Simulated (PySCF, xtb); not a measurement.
C4H7NS, SMILES C(=CSC)=CN.

xtb with GFN2-xTB at its own geometry gives an orbital gap of 3.95 eV and a dipole moment of 0.94 D.

Geometry: r2SCAN-D4/def2-SVP. The structure was generated by enumeration; whether it is a known compound was not checked. The values are those of a single conformer.

**Question.** What does ωB97X/def2-TZVP run with PySCF give? (The exact figures need the calculation; the answer reports its results.)

**Answer.** gap 10.27 eV (levels -8.12 and 2.14 eV), dipole 0.70 D.
